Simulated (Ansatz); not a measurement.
`[CH3][In]([NH2])[CH]=O`. The species carries charge 0 and has multiplicity 1. In: def2 effective core potential.

```xyz
11

C     1.0806    1.7089   -0.2338
In   -0.0623   -0.0817    0.0449
N    -0.3365   -1.2961   -1.5440
C    -1.0604   -0.8985    1.8585
O    -1.0695   -0.3207    2.9119
H     1.1906    1.9216   -1.2973
H     2.0710    1.5845    0.2069
H     0.5916    2.5514    0.2555
H    -0.8509   -2.1611   -1.5233
H     0.0256   -1.1190   -2.4666
H    -1.5797   -1.8892    1.7872
```

**Question.** List the harmonic frequencies (cm⁻¹, unscaled) at PBE0-D4/def2-TZVP in Ansatz. (An estimate is asked.)

**Answer.** Ansatz gave: 6, 28, 61, 95, 117, 200, 262, 371, 495, 519, 598, 643, 694, 733, 764, 1195, 1368, 1449, 1451, 1550, 1767, 2762, 3065, 3155, 3166, 3598, 3706.
